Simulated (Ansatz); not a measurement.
The cluster In9Ga, relaxed as a singlet with RKS PBE-D4/def2-SVP in Ansatz, starting from packed atoms. Force threshold 0.03 eV/Å.

In the def2 sets In takes a core potential; there is no spin–orbit coupling. Another isomer (singlet) lies 1.37 eV lower at PBE0-D4/def2-SVP; other spin states weren't run for this one.

Start:

```xyz
10

Ga    0.965   -1.289    0.451
In    2.897   -0.084    1.828
In    2.568    3.500    1.652
In   -3.396    1.324   -2.170
In    2.822   -3.112    1.736
In    0.860    1.520    0.556
In   -1.236   -0.092   -0.874
In   -0.634   -3.056   -0.162
In   -3.581   -1.541   -2.339
In   -1.265    2.830   -0.678
```

(1) Estimate the energy that the relaxation releases and the steps that it takes.

(2) Does the start keep its bonding?

(3) Predict the relaxed structure.

## Answers

(1) 138.8 kJ/mol, in 12 steps; 1.9 min on 4 threads of Arm Neoverse V2 on a shared host. No frequencies were taken in this run, so the end may be a saddle point.

(2) Bonds formed: In5–In8, In8–In9 (atoms count from 1). Metal–metal contacts that move far: In2–In6 2.89 to 3.51 Å.

(3) 
```xyz
10

Ga    0.943   -0.788    0.374
In    3.182   -0.097    1.851
In    2.967    2.996    2.362
In   -3.852    0.998   -1.827
In    2.157   -3.232    1.467
In    0.793    2.023    0.386
In   -0.777    0.043   -1.514
In   -0.854   -2.950    0.029
In   -3.017   -2.013   -1.884
In   -1.544    3.020   -1.246
```
Bond lengths (bridged metal pairs left out): 13 × In–In 3.02 to 3.37 Å; 5 × Ga–In 2.69 to 2.94 Å.
